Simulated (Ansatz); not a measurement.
A nudged elastic band was laid between two geometries of CH₈AlNS (12 atoms, charge 0, multiplicity 1).

All numbers below come from RKS BHLYP/def2-SVP (Ansatz).

```
movable images  : 5
climbing image  : yes
spring          : 5.0 eV/Å²
optimiser       : quadratic models (default)
start path      : through a guess of the saddle point
force threshold : 0.05 eV/Å
iteration limit : 60
end points      : relaxed
```

First end point:

```xyz
12
Properties=species:S:1:pos:R:3
Al -0.687 -1.297 0.262
S 0.679 -1.904 1.936
H -0.230 -1.711 -1.198
H -2.215 -1.306 0.685
H 0.177 0.893 1.095
N -0.343 0.740 0.236
C 0.385 1.293 -0.910
H 1.744 -2.177 1.167
H -1.233 1.212 0.356
H 0.562 2.366 -0.804
H -0.182 1.110 -1.822
H 1.343 0.781 -1.005
```

Last end point:

```xyz
12
Properties=species:S:1:pos:R:3
Al -0.946 -1.031 -0.083
S 0.729 -1.687 2.003
H -0.208 -2.050 -1.040
H -2.237 -1.388 0.755
H 0.543 -0.588 2.752
N -0.654 0.707 -0.366
C 0.324 1.344 -1.208
H 1.872 -1.231 1.467
H -1.252 1.379 0.089
H 1.037 1.972 -0.652
H -0.126 1.984 -1.980
H 0.916 0.589 -1.737
```

(1) Which bonds break or form, and what moves?

(2) Give the energies along the band, and the barrier.

(3) What is the geometry of the highest image?

Answers

(1) Bonds broken: H5–N6. Bonds formed: S2–H5.

(2) The forces met the threshold. The highest image is number 3 of 0 to 6, 146.8 kJ/mol above the first end and 20.8 kJ/mol above the last; the last end lies 126.1 kJ/mol above the first. Neighbouring images differ by up to 1.2 eV, so the band resolves the path poorly. A vibrational analysis at the climbing image gives one clearly imaginary mode, 579i cm⁻¹: a first-order saddle point. The orbitals stay closed-shell, which can raise the energy where a bond breaks towards radicals; this wasn't checked here.

```json
{"image": "0", "path coordinate (Å)": "0.00", "energy (kJ/mol)": "0.0", "H5–N6 (Å)": "1.02", "S2–H5 (Å)": "2.96"}
{"image": "1", "path coordinate (Å)": "0.67", "energy (kJ/mol)": "2.8", "H5–N6 (Å)": "1.02", "S2–H5 (Å)": "2.72"}
{"image": "2", "path coordinate (Å)": "1.34", "energy (kJ/mol)": "26.5", "H5–N6 (Å)": "1.05", "S2–H5 (Å)": "2.18"}
{"image": "3", "path coordinate (Å)": "2.01", "energy (kJ/mol)": "146.8", "H5–N6 (Å)": "1.64", "S2–H5 (Å)": "1.47"}
{"image": "4", "path coordinate (Å)": "2.75", "energy (kJ/mol)": "132.6", "H5–N6 (Å)": "2.45", "S2–H5 (Å)": "1.35"}
{"image": "5", "path coordinate (Å)": "3.49", "energy (kJ/mol)": "127.0", "H5–N6 (Å)": "3.20", "S2–H5 (Å)": "1.34"}
{"image": "6", "path coordinate (Å)": "4.23", "energy (kJ/mol)": "126.1", "H5–N6 (Å)": "3.58", "S2–H5 (Å)": "1.34"}
```

(3) 
```xyz
12
Properties=species:S:1:pos:R:3
Al -0.926 -1.179 0.019
S 0.685 -1.306 1.990
H -0.245 -2.007 -1.137
H -2.337 -1.491 0.647
H 0.400 -0.037 1.309
N -0.437 0.629 0.066
C 0.374 1.290 -0.938
H 1.775 -1.559 1.250
H -1.123 1.265 0.451
H 0.911 2.155 -0.530
H -0.205 1.643 -1.801
H 1.127 0.597 -1.326
```

Time of the run: 67 s on 2 threads of AMD EPYC 9R45 96-Core Processor (Zen 5), on a shared host, peak memory 0.24 GiB.
